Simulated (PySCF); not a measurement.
Isomers of C4H11BO2 and their computed core-level spectra.

Theory: delta-SCF UKS SCAN, pcX-2 on the ionised atom, pcseg-1 elsewhere, spin-free X2C in PySCF 2.14.0. Geometries: PBE0-D3(BJ)/def2-SVP; isolated species, one conformer each.

Line lists (1s up to Mg, 2p3/2 beyond; areas count atoms within a level, one atom standing for each set equivalent by bonding):
1. B 1s: 196.87 eV; C 1s: 290.10 (area 1), 290.72 (area 1), 290.83 (area 1), 292.18 (area 1) eV; O 1s: 538.27 (area 1), 538.70 (area 1) eV
2. B 1s: 196.80 eV; C 1s: 290.73 (area 1), 290.83 (area 1), 292.20 (area 1), 292.20 (area 1) eV; O 1s: 538.36 (area 1), 538.41 (area 1) eV
3. B 1s: 196.49 eV; C 1s: 289.92 (area 1), 290.24 (area 1), 292.41 (area 2) eV; O 1s: 538.33 eV
4. B 1s: 197.12 eV; C 1s: 289.71 (area 1), 290.15 (area 1), 290.20 (area 1), 290.32 (area 1) eV; O 1s: 539.15 eV

Structures:
A. `CCCOB(C)O`
B. `CCCCB(O)O`
C. `CCB(OC)OC`
D. `CCCOBOC`

Q: Match each list to its structure.

A: 
- 1 = A: another candidate has the same counts of sites, so positions decide. B 1s: 196.87 three-coordinate boron; C 1s: 290.10 sp3 carbon bound to boron, 290.72 chain CH2 carbon, 290.83 methyl carbon, 292.18 sp3 carbon bound to oxygen; O 1s: 538.27 boron-bound oxygen, 538.70 boron-bound oxygen.
- 2 = D: another candidate has the same counts of sites, so positions decide. B 1s: 196.80 three-coordinate boron; C 1s: 290.73 chain CH2 carbon, 290.83 methyl carbon, 292.20 methoxy carbon, 292.20 sp3 carbon bound to oxygen; O 1s: 538.36 boron-bound oxygen, 538.41 boron-bound oxygen.
- 3 = C: no other candidate has these counts of sites. B 1s: 196.49 three-coordinate boron; C 1s: 289.92 sp3 carbon bound to boron, 290.24 methyl carbon, 292.41 methoxy carbon (×2); O 1s: 538.33 boron-bound oxygen (×2).
- 4 = B: no other candidate has these counts of sites. B 1s: 197.12 three-coordinate boron; C 1s: 289.71 sp3 carbon bound to boron, 290.15 chain CH2 carbon, 290.20 chain CH2 carbon, 290.32 methyl carbon; O 1s: 539.15 boron-bound oxygen (×2).
